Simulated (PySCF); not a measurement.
A geometry optimisation, step by step.

BCl2(iBu), C4H9BCl2.
Bonds: B1–Cl2, B1–Cl3, B1–C4, C4–C5, C5–C6, C5–C7. Hydrogens: H8, H9 on C4; H10 on C5; H11, H12, H13 on C6; H14, H15, H16 on C7.

Method: PBE0-D3(BJ)/def2-SVP geometry optimisation, gas phase (PySCF); density fitting, grid level 1; the optimiser is geomeTRIC in internal coordinates, started from a GFN2-xTB structure with every atom displaced at random (about 0.03 Å). The frame can shift and turn from step to step; on so coarse a grid that alone can change the energy by a few meV, and forces under 0.02 eV/Å are noise.

Step 0: E = -29993.2720 eV, largest atomic force 3.916 eV/Å
```
atom  x, y, z in Å  |  force x, y, z in eV/Å
B1      0.851    1.206    1.262   -2.930   2.110  -0.197
Cl2     2.492    1.290    1.262    3.242   0.264   0.054
Cl3    -0.086    2.790    1.216    0.630  -0.885   0.042
C4      0.083   -0.082    1.256   -3.733  -1.140  -0.322
C5     -0.395   -0.678   -0.160    1.384   1.169   1.334
C6      0.850   -0.947   -0.957   -2.239   0.152  -0.425
C7     -1.283    0.282   -0.886   -1.746  -0.365   1.655
H8     -0.904    0.050    1.805    0.877   0.255  -0.332
H9      0.559   -0.841    1.840    0.895  -0.960   0.290
H10    -0.931   -1.605    0.073   -0.075  -0.159  -0.068
H11     1.368   -0.054   -1.165    0.889   1.434  -0.457
H12     0.606   -1.452   -1.859   -0.253  -0.475  -1.402
H13     1.452   -1.583   -0.429    2.196  -1.917   1.645
H14    -0.851    1.226   -1.104    0.848   1.211  -0.210
H15    -2.207    0.492   -0.295    0.381   0.016  -0.154
H16    -1.638   -0.129   -1.795   -0.365  -0.709  -1.453
```

Step 1: E = -29993.9669 eV, largest atomic force 1.226 eV/Å
```
atom  x, y, z in Å  |  force x, y, z in eV/Å
B1      0.823    1.252    1.281   -0.986   0.729  -0.012
Cl2     2.539    1.367    1.314    0.824  -0.171  -0.004
Cl3    -0.039    2.824    1.271    0.146  -0.473  -0.016
C4      0.016   -0.078    1.266   -0.507  -0.558  -0.144
C5     -0.383   -0.653   -0.141    0.608   0.334   0.450
C6      0.861   -0.988   -0.974   -0.415  -0.109   0.081
C7     -1.327    0.281   -0.876   -0.317  -0.086  -0.133
H8     -0.931    0.074    1.819    0.112   0.128  -0.029
H9      0.546   -0.874    1.815    0.200   0.100  -0.059
H10    -0.917   -1.587    0.087   -0.055  -0.098  -0.118
H11     1.411   -0.072   -1.233    0.105   0.027  -0.048
H12     0.583   -1.496   -1.912   -0.016   0.086   0.010
H13     1.542   -1.661   -0.433    0.044   0.058   0.054
H14    -0.858    1.250   -1.103    0.057   0.003  -0.057
H15    -2.237    0.497   -0.291    0.115  -0.023   0.041
H16    -1.664   -0.171   -1.824    0.085   0.051  -0.015
```

Step 2: E = -29994.0096 eV, largest atomic force 0.439 eV/Å
```
atom  x, y, z in Å  |  force x, y, z in eV/Å
B1      0.813    1.255    1.267   -0.437  -0.022  -0.028
Cl2     2.560    1.251    1.255    0.112   0.169   0.014
Cl3    -0.067    2.785    1.244    0.308   0.026   0.018
C4     -0.007   -0.075    1.276    0.090  -0.278   0.080
C5     -0.379   -0.635   -0.121    0.100   0.027   0.039
C6      0.859   -0.961   -0.951    0.033  -0.090  -0.023
C7     -1.332    0.279   -0.879   -0.017  -0.002  -0.156
H8     -0.935    0.090    1.843   -0.063   0.017   0.025
H9      0.563   -0.858    1.808    0.003   0.102  -0.022
H10    -0.908   -1.583    0.082   -0.025  -0.020  -0.071
H11     1.416   -0.044   -1.214   -0.021  -0.100   0.011
H12     0.579   -1.461   -1.895    0.023   0.050   0.090
H13     1.550   -1.631   -0.406   -0.092   0.128  -0.089
H14    -0.862    1.251   -1.108   -0.045  -0.080  -0.020
H15    -2.244    0.484   -0.299   -0.017   0.018   0.029
H16    -1.640   -0.181   -1.835    0.051   0.055   0.103
```

Step 3: E = -29994.0248 eV, largest atomic force 0.186 eV/Å
```
atom  x, y, z in Å  |  force x, y, z in eV/Å
B1      0.803    1.253    1.274   -0.010  -0.059  -0.014
Cl2     2.559    1.277    1.265    0.030  -0.088   0.006
Cl3     0.006    2.813    1.262   -0.107   0.130   0.001
C4     -0.020   -0.081    1.281    0.185   0.013   0.018
C5     -0.381   -0.636   -0.117   -0.092  -0.059  -0.076
C6      0.852   -0.958   -0.950    0.152  -0.030  -0.016
C7     -1.338    0.267   -0.887    0.048   0.042   0.007
H8     -0.947    0.083    1.852   -0.047  -0.013   0.013
H9      0.566   -0.853    1.810   -0.027   0.043   0.018
H10    -0.907   -1.590    0.069   -0.005   0.018  -0.007
H11     1.413   -0.045   -1.217   -0.031  -0.041   0.019
H12     0.568   -1.453   -1.892    0.011  -0.007   0.034
H13     1.546   -1.623   -0.408   -0.045   0.045  -0.058
H14    -0.873    1.239   -1.124   -0.020  -0.018   0.005
H15    -2.252    0.470   -0.310   -0.037   0.023   0.001
H16    -1.631   -0.199   -1.842   -0.003   0.003   0.051
```

Step 4: E = -29994.0279 eV, largest atomic force 0.071 eV/Å
```
atom  x, y, z in Å  |  force x, y, z in eV/Å
B1      0.800    1.257    1.272   -0.067   0.022   0.007
Cl2     2.556    1.270    1.276    0.022  -0.017  -0.005
Cl3    -0.008    2.820    1.256    0.015  -0.015  -0.004
C4     -0.015   -0.080    1.279    0.027  -0.009  -0.011
C5     -0.378   -0.638   -0.120   -0.010  -0.008   0.010
C6      0.855   -0.965   -0.955    0.022   0.009   0.009
C7     -1.336    0.272   -0.882    0.016   0.009   0.004
H8     -0.947    0.083    1.845    0.000  -0.009  -0.008
H9      0.568   -0.846    1.816    0.005   0.014   0.004
H10    -0.908   -1.589    0.068   -0.004   0.006  -0.005
H11     1.417   -0.055   -1.223   -0.005   0.001   0.002
H12     0.570   -1.462   -1.894   -0.005  -0.008   0.002
H13     1.548   -1.630   -0.416   -0.014   0.009  -0.002
H14    -0.870    1.241   -1.122    0.001   0.000  -0.003
H15    -2.247    0.480   -0.301    0.008   0.002   0.000
H16    -1.639   -0.193   -1.833   -0.011  -0.004   0.001
```

Step 5: E = -29994.0282 eV, largest atomic force 0.029 eV/Å
```
atom  x, y, z in Å  |  force x, y, z in eV/Å
B1      0.798    1.256    1.270   -0.027   0.012  -0.004
Cl2     2.555    1.263    1.271    0.010  -0.002   0.001
Cl3    -0.006    2.820    1.250    0.013  -0.009   0.002
C4     -0.015   -0.081    1.279    0.002   0.004   0.011
C5     -0.379   -0.638   -0.120   -0.001  -0.004   0.001
C6      0.855   -0.965   -0.954    0.002   0.006  -0.001
C7     -1.334    0.274   -0.880    0.008   0.003  -0.002
H8     -0.949    0.080    1.844    0.000  -0.006   0.000
H9      0.569   -0.844    1.818    0.004   0.001   0.000
H10    -0.910   -1.588    0.067   -0.003   0.001  -0.005
H11     1.416   -0.055   -1.221   -0.003   0.001  -0.002
H12     0.570   -1.464   -1.893   -0.002  -0.005  -0.001
H13     1.547   -1.629   -0.414   -0.002  -0.001   0.004
H14    -0.866    1.242   -1.122    0.003  -0.002  -0.005
H15    -2.244    0.486   -0.297    0.003   0.004   0.002
H16    -1.642   -0.191   -1.830   -0.008  -0.003  -0.001
```

Step 6: E = -29994.0284 eV, largest atomic force under 0.02 eV/Å
```
atom  x, y, z in Å  |  force x, y, z in eV/Å
B1      0.797    1.257    1.269    0.013  -0.005   0.002
Cl2     2.555    1.258    1.269   -0.004   0.006  -0.002
Cl3    -0.002    2.822    1.251    0.002   0.001  -0.001
C4     -0.015   -0.080    1.279   -0.015   0.007   0.001
C5     -0.380   -0.638   -0.120    0.002   0.000   0.001
C6      0.853   -0.967   -0.954   -0.006   0.002   0.001
C7     -1.333    0.276   -0.881   -0.001   0.001   0.003
H8     -0.949    0.079    1.844    0.001  -0.002   0.002
H9      0.571   -0.842    1.818    0.001  -0.006  -0.003
H10    -0.914   -1.586    0.068   -0.002  -0.001  -0.003
H11     1.415   -0.058   -1.224    0.000   0.001  -0.003
H12     0.567   -1.469   -1.891    0.000  -0.002   0.000
H13     1.545   -1.631   -0.412    0.007  -0.006   0.004
H14    -0.860    1.240   -1.129    0.004   0.000  -0.004
H15    -2.239    0.496   -0.295    0.000   0.005   0.001
H16    -1.647   -0.191   -1.827   -0.002  -0.002   0.001
```

Task: Summarise the path.

Result: The energy falls by 72.98 kJ/mol from step 0 to step 6; nine tenths of that is first reached at step 1. It falls at every step. The largest force goes from 3.916 to under 0.02 eV/Å. Among the bonds B1–Cl2 changes most, from 1.643 to 1.758 Å; the atoms move by 0.065 Å rms after alignment.

Task: Follow the three bonds and two angles with the largest change from start to end.

Result: 
| step | E above end (kJ/mol) | largest force (eV/Å) | B1–Cl2 (Å) | B1–Cl3 (Å) | C6–H13 (Å) | C5–C4–H8 (°) | C4–C5–C6 (°) |
| --- | --- | --- | --- | --- | --- | --- | --- |
| 0 | 72.98 | 3.916 | 1.643 | 1.841 | 1.022 | 102.1 | 106.7 |
| 1 | 5.93 | 1.226 | 1.720 | 1.793 | 1.100 | 106.3 | 111.2 |
| 2 | 1.82 | 0.439 | 1.747 | 1.765 | 1.106 | 108.4 | 111.9 |
| 3 | 0.35 | 0.186 | 1.756 | 1.752 | 1.103 | 109.0 | 112.4 |
| 4 | 0.05 | 0.071 | 1.756 | 1.759 | 1.101 | 108.6 | 112.4 |
| 5 | 0.02 | 0.029 | 1.757 | 1.759 | 1.101 | 108.5 | 112.4 |
| 6 | 0.00 | under 0.02 | 1.758 | 1.757 | 1.101 | 108.4 | 112.4 |

What follows is the cost of the whole optimisation. Hardware: an Intel Xeon at 2.50 GHz with one thread, on a shared host. Cost: 3.9 min wall, 2.9 min CPU, 0.68 GiB resident at most.
